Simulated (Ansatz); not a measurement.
Input for Ansatz (a first-principles code): U-SVWN5/def2-TZVPP on C4H6 (SMILES [CH2]C([CH2])=C), 2S+1 = 3, a spin state set in the input, which need not be the lowest, at the other state's geometry.

Ansatz 0.2 input:
```yaml
crystal:
  periodic: [false, false, false]
  atoms:
    - {symbol: C, position_ang: [-0.65140640, 1.23964632, -0.04745599]}
    - {symbol: C, position_ang: [-0.02320319, 0.00104721, -0.00027999]}
    - {symbol: C, position_ang: [1.43071318, -0.06457138, 0.01726424]}
    - {symbol: C, position_ang: [-0.76136445, -1.17588472, 0.03040826]}
    - {symbol: H, position_ang: [-1.72969080, 1.31479658, -0.06133402]}
    - {symbol: H, position_ang: [-0.08230968, 2.15819027, -0.07148103]}
    - {symbol: H, position_ang: [1.93963346, -1.01659731, 0.05380122]}
    - {symbol: H, position_ang: [2.02404378, 0.83770743, -0.00597200]}
    - {symbol: H, position_ang: [-1.84205515, -1.15359546, 0.01823420]}
    - {symbol: H, position_ang: [-0.27805646, -2.14192612, 0.06713253]}
basis:
  gaussian:
    orbitals: def2-TZVPP
hamiltonian:
  xc: {name: SVWN5}
magnetization: {spin_polarized: true, initial_magnetization: 2}
```

It printed:

```
WARN ansatz: RAYON_NUM_THREADS=1 ignored (pool sized by the plan → 1); use --threads N
Functional definition: SVWN5
integrals: 0.09 GiB planned
1074 factors; their error is unknown
mean field: 1.02 GiB planned
mean field evaluation 1: about -4191.5763 eV, gradient 4.9e1 eV
mean field evaluation 2: about -4175.1926 eV, gradient 7.3e1 eV
mean field evaluation 4: about -4203.7925 eV, gradient 6.7e0 eV
mean field evaluation 8: about -4203.9850 eV, gradient 1.6e-1 eV
mean field evaluation 16: about -4203.9588 eV, gradient 1.3e-4 eV
mean field -4203.95883642 eV, -154.4926376927 hartree, gradient 8.9e-6 eV, S^2 2.009406; 0 other end points of the search recorded, 0 dependent functions left out
reference -4203.95887194 eV, -154.4926389981 hartree; 16, 14 occupied and 192, 194 virtual orbitals, 1074 factors
Total energy: -4203.95887194 eV, -154.4926389981 hartree
```

Self-consistency was reached.

Cost: around 2.9 core-seconds (rough).
